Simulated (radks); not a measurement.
Spherical quantum dot in the effective-mass picture: electrons in a hard-walled sphere of radius 4.59, with a point charge +1 (a donor) at the centre, all in effective atomic units (hartree* = m*/eps^2 hartree, bohr* = eps/m* bohr), one dielectric constant everywhere. Method: non-relativistic Kohn-Sham, LDA (Slater exchange, Perdew-Wang correlation), spin-polarised, spherical densities; computed with a radial shooting solver with Libxc functionals. Levels are named by radial order and angular momentum (1s, 1p, 1d, 2s, ...), and open shells are averaged over m.

N = 20, configuration 1s2 1p6 1d10 2s(up 1, down 0) 1f(up 1, down 0). This is the lowest configuration that the search found. Occupied and some empty levels:

level    occupation  eigenvalue (hartree*)  <r> (bohr*)
1s up             1                 5.3919        2.943
1s down           1                 5.4150        3.023
1p up             3                 5.5333        3.211
1p down           3                 5.5477        3.217
1d up             5                 5.7481        3.323
1d down           5                 5.7615        3.323
2s up             1                 5.9302        1.673
1f up             1                 6.0397        3.409
1f down           0                 6.0529        3.409
2s down           0                 6.0540        1.724
1g up             0                 6.4031        3.481
1g down           0                 6.4163        3.481
2p up             0                 6.6012        2.294
2p down           0                 6.6460        2.336
2d up             0                 7.1366        2.585
2d down           0                 7.1610        2.602

Energy (hartree*): total 58.5992, kinetic 15.665, external -7.1804, Hartree 57.112, exchange-correlation -6.9975.
